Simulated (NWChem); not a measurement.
Molecule: CsF; SMILES [F][Cs]

All runs: NWChem. Medium grid unless said otherwise, to which SCAN and Minnesota functionals are sensitive. Coordinates come from a PBE0-D3(BJ)/def2-TZVP optimisation. def2 effective core potentials on Cs; no spin-orbit coupling.

Question: Order these by “orbital gap (eV)”, lowest first: PBE/def2-SVP; M05-2X/def2-SVP; B3LYP/def2-SVP; MN15-L/def2-SVP.

Answer: PBE/def2-SVP (2.86), MN15-L/def2-SVP (3.35), B3LYP/def2-SVP (4.43), M05-2X/def2-SVP (7.39)
